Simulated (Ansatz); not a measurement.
Ansatz (a first-principles code) input file for Mo(NH)2(OH)(Me) (CH6MoN2O), SMILES [Mo]([OH])(=[NH])([CH3])=[NH], multiplicity 1, PBE0-D3(BJ)/def2-SVP. 

Ansatz 0.2 input:
```yaml
crystal:
  periodic: [false, false, false]
  atoms:
    - {symbol: Mo, position_ang: [-0.03863932, 0.01605412, -0.06985005]}
    - {symbol: N, position_ang: [-1.48820743, -0.93160567, -0.26769946]}
    - {symbol: H, position_ang: [-2.17711265, -1.53799730, -0.72548765]}
    - {symbol: N, position_ang: [1.14990326, -0.33224764, -1.30186284]}
    - {symbol: H, position_ang: [1.43892312, -0.80407380, -2.16782389]}
    - {symbol: O, position_ang: [-0.41113705, 1.87845039, 0.10332869]}
    - {symbol: H, position_ang: [0.11463790, 2.54040604, -0.38244373]}
    - {symbol: C, position_ang: [0.82770156, -0.74256382, 1.71219903]}
    - {symbol: H, position_ang: [1.02622989, -1.83034443, 1.65092267]}
    - {symbol: H, position_ang: [0.12497337, -0.55426841, 2.55073398]}
    - {symbol: H, position_ang: [1.78621608, -0.21324184, 1.89491318]}
basis:
  gaussian:
    orbitals: def2-SVP
hamiltonian:
  xc: pbe0
  dispersion: d3bj
relax: {f_tol: 0.002, max_steps: 200}
```

Program output:

```
Functional definition: PBE0
integrals: 0.08 GiB planned
1324 factors; integrals over basis functions are off by at most 3.9e-4 eV
mean field: 0.53 GiB planned
mean field evaluation 1: about -7987.8056 eV, gradient 9.9e1 eV
mean field evaluation 2: about -7870.2009 eV, gradient 2.4e2 eV
mean field evaluation 4: about -8006.5955 eV, gradient 1.4e1 eV
mean field evaluation 8: about -8007.0011 eV, gradient 4.1e-1 eV
mean field evaluation 16: about -8007.0738 eV, gradient 1.4e-4 eV
mean field -8007.07378082 eV, -294.2545340556 hartree, gradient 6.5e-5 eV, S^2 0.000000; 0 other end points of the search recorded, 0 dependent functions left out
the calculation of the forces begins
reference -8007.07383812 eV, -294.2545361612 hartree; 24, 24 occupied and 93, 93 virtual orbitals, 1324 factors
relax step   1: F+E_penalty+E_count = -8007.30819743 eV  Δ(F+E_penalty+E_count) = +0.000e0 eV  max|allowed force component| = 6.740e-1 eV/Å  Δτ_max = 0.0000 Å  (31 SCF iters, accepted)
these checks for a lower state are left out or cut short: starts, cluster_reference, orbital_swaps, neighbouring_geometries, increment
integrals: 0.08 GiB planned
1324 factors; integrals over basis functions are off by at most 3.8e-4 eV
mean field: 0.53 GiB planned
mean field -8007.11080219 eV, -294.2558945658 hartree, gradient 1.1e-5 eV, S^2 0.000000; 0 other end points of the search recorded, 0 dependent functions left out
the calculation of the forces begins
reference -8007.11085961 eV, -294.2558966762 hartree; 24, 24 occupied and 93, 93 virtual orbitals, 1324 factors
relax step   2: F+E_penalty+E_count = -8007.34712111 eV  Δ(F+E_penalty+E_count) = -3.892e-2 eV  max|allowed force component| = 1.136e-1 eV/Å  Δτ_max = 0.0323 Å  (37 SCF iters, accepted)
these checks for a lower state are left out or cut short: starts, cluster_reference, orbital_swaps, neighbouring_geometries, increment
integrals: 0.08 GiB planned
1324 factors; integrals over basis functions are off by at most 3.7e-4 eV
mean field: 0.53 GiB planned
mean field evaluation 32: about -8007.1128 eV, gradient 1.2e-5 eV
mean field -8007.11278960 eV, -294.2559676020 hartree, gradient 1.2e-5 eV, S^2 0.000000; 0 other end points of the search recorded, 0 dependent functions left out
the calculation of the forces begins
reference -8007.11284699 eV, -294.2559697109 hartree; 24, 24 occupied and 93, 93 virtual orbitals, 1324 factors
relax step   3: F+E_penalty+E_count = -8007.34889284 eV  Δ(F+E_penalty+E_count) = -1.772e-3 eV  max|allowed force component| = 3.979e-2 eV/Å  Δτ_max = 0.0107 Å  (37 SCF iters, accepted)
these checks for a lower state are left out or cut short: starts, cluster_reference, orbital_swaps, neighbouring_geometries, increment
integrals: 0.08 GiB planned
1324 factors; integrals over basis functions are off by at most 3.7e-4 eV
mean field: 0.53 GiB planned
mean field -8007.11213621 eV, -294.2559435901 hartree, gradient 1.2e-5 eV, S^2 0.000000; 0 other end points of the search recorded, 0 dependent functions left out
the calculation of the forces begins
reference -8007.11219343 eV, -294.2559456928 hartree; 24, 24 occupied and 93, 93 virtual orbitals, 1324 factors
relax step   4: F+E_penalty+E_count = -8007.34784646 eV  Δ(F+E_penalty+E_count) = +1.046e-3 eV  max|allowed force component| = 2.219e-1 eV/Å  Δτ_max = 0.0371 Å  (37 SCF iters, rejected (line search))
these checks for a lower state are left out or cut short: starts, cluster_reference, orbital_swaps, neighbouring_geometries, increment
integrals: 0.08 GiB planned
1324 factors; integrals over basis functions are off by at most 3.7e-4 eV
mean field: 0.53 GiB planned
mean field -8007.11368548 eV, -294.2560005248 hartree, gradient 1.2e-5 eV, S^2 0.000000; 0 other end points of the search recorded, 0 dependent functions left out
the calculation of the forces begins
reference -8007.11374282 eV, -294.2560026320 hartree; 24, 24 occupied and 93, 93 virtual orbitals, 1324 factors
relax step   5: F+E_penalty+E_count = -8007.34966589 eV  Δ(F+E_penalty+E_count) = -7.731e-4 eV  max|allowed force component| = 2.409e-2 eV/Å  Δτ_max = 0.0181 Å  (37 SCF iters, accepted)
these checks for a lower state are left out or cut short: starts, cluster_reference, orbital_swaps, neighbouring_geometries, increment
integrals: 0.08 GiB planned
1324 factors; integrals over basis functions are off by at most 3.7e-4 eV
mean field: 0.53 GiB planned
mean field -8007.11372887 eV, -294.2560021194 hartree, gradient 1.2e-5 eV, S^2 0.000000; 0 other end points of the search recorded, 0 dependent functions left out
the calculation of the forces begins
reference -8007.11378623 eV, -294.2560042273 hartree; 24, 24 occupied and 93, 93 virtual orbitals, 1324 factors
relax step   6: F+E_penalty+E_count = -8007.34966851 eV  Δ(F+E_penalty+E_count) = -2.615e-6 eV  max|allowed force component| = 2.712e-2 eV/Å  Δτ_max = 0.0272 Å  (37 SCF iters, accepted)
these checks for a lower state are left out or cut short: starts, cluster_reference, orbital_swaps, neighbouring_geometries, increment
integrals: 0.08 GiB planned
1324 factors; integrals over basis functions are off by at most 3.7e-4 eV
mean field: 0.53 GiB planned
mean field -8007.11390293 eV, -294.2560085159 hartree, gradient 1.1e-5 eV, S^2 0.000000; 0 other end points of the search recorded, 0 dependent functions left out
the calculation of the forces begins
reference -8007.11396024 eV, -294.2560106219 hartree; 24, 24 occupied and 93, 93 virtual orbitals, 1324 factors
relax step   7: F+E_penalty+E_count = -8007.34985875 eV  Δ(F+E_penalty+E_count) = -1.902e-4 eV  max|allowed force component| = 2.833e-2 eV/Å  Δτ_max = 0.0137 Å  (38 SCF iters, accepted)
these checks for a lower state are left out or cut short: starts, cluster_reference, orbital_swaps, neighbouring_geometries, increment
integrals: 0.08 GiB planned
1324 factors; integrals over basis functions are off by at most 3.7e-4 eV
mean field: 0.53 GiB planned
mean field evaluation 64: about -8007.1140 eV, gradient 2.9e-4 eV
mean field -8007.11395543 eV, -294.2560104454 hartree, gradient 1.6e-5 eV, S^2 0.000000; 0 other end points of the search recorded, 0 dependent functions left out
the calculation of the forces begins
reference -8007.11401276 eV, -294.2560125519 hartree; 24, 24 occupied and 93, 93 virtual orbitals, 1324 factors
relax step   8: F+E_penalty+E_count = -8007.34991351 eV  Δ(F+E_penalty+E_count) = -5.476e-5 eV  max|allowed force component| = 1.025e-2 eV/Å  Δτ_max = 0.0055 Å  (29 SCF iters, accepted)
these checks for a lower state are left out or cut short: starts, cluster_reference, orbital_swaps, neighbouring_geometries, increment
integrals: 0.08 GiB planned
1324 factors; integrals over basis functions are off by at most 3.7e-4 eV
mean field: 0.53 GiB planned
mean field -8007.11395996 eV, -294.2560106118 hartree, gradient 7.2e-5 eV, S^2 0.000000; 0 other end points of the search recorded, 0 dependent functions left out
the calculation of the forces begins
reference -8007.11401729 eV, -294.2560127184 hartree; 24, 24 occupied and 93, 93 virtual orbitals, 1324 factors
relax step   9: F+E_penalty+E_count = -8007.34991800 eV  Δ(F+E_penalty+E_count) = -4.492e-6 eV  max|allowed force component| = 1.952e-3 eV/Å  Δτ_max = 0.0024 Å  (24 SCF iters, accepted)
integrals: 0.08 GiB planned
1324 factors; integrals over basis functions are off by at most 3.7e-4 eV
mean field: 0.53 GiB planned
mean field -8007.11395996 eV, -294.2560106118 hartree, gradient 7.2e-5 eV, S^2 0.000000; 1 other end points of the search recorded, 0 dependent functions left out
the calculation of the forces begins
reference -8007.11401729 eV, -294.2560127184 hartree; 24, 24 occupied and 93, 93 virtual orbitals, 1324 factors
Total energy: -8007.34997533 eV, -294.2646840165 hartree
Atom 0 at    -0.036396     0.021102    -0.069765 Å, force     0.001778    -0.000010    -0.000140 eV/Å
Atom 1 at    -1.466342    -0.916849    -0.269317 Å, force    -0.000894    -0.001157     0.000470 eV/Å
Atom 2 at    -2.144978    -1.532494    -0.709534 Å, force    -0.000608     0.000305    -0.000386 eV/Å
Atom 3 at     1.132044    -0.337506    -1.287117 Å, force     0.001407     0.000579    -0.001952 eV/Å
Atom 4 at     1.433876    -0.817001    -2.133169 Å, force    -0.000350    -0.000334     0.000614 eV/Å
Atom 5 at    -0.390088     1.868545     0.101587 Å, force    -0.000114     0.000535     0.000141 eV/Å
Atom 6 at     0.083746     2.553924    -0.381605 Å, force    -0.000289     0.000102     0.000184 eV/Å
Atom 7 at     0.823197    -0.744781     1.698649 Å, force    -0.000505     0.000599    -0.000965 eV/Å
Atom 8 at     1.013270    -1.825491     1.633443 Å, force    -0.000072    -0.000403     0.000525 eV/Å
Atom 9 at     0.127545    -0.555720     2.532239 Å, force     0.000030    -0.000310     0.001952 eV/Å
Atom 10 at     1.777614    -0.225160     1.881519 Å, force    -0.000383     0.000095    -0.000443 eV/Å
Dipole moment:     0.127449    -0.051065    -0.314550 e Å
```

Self-consistency was reached.
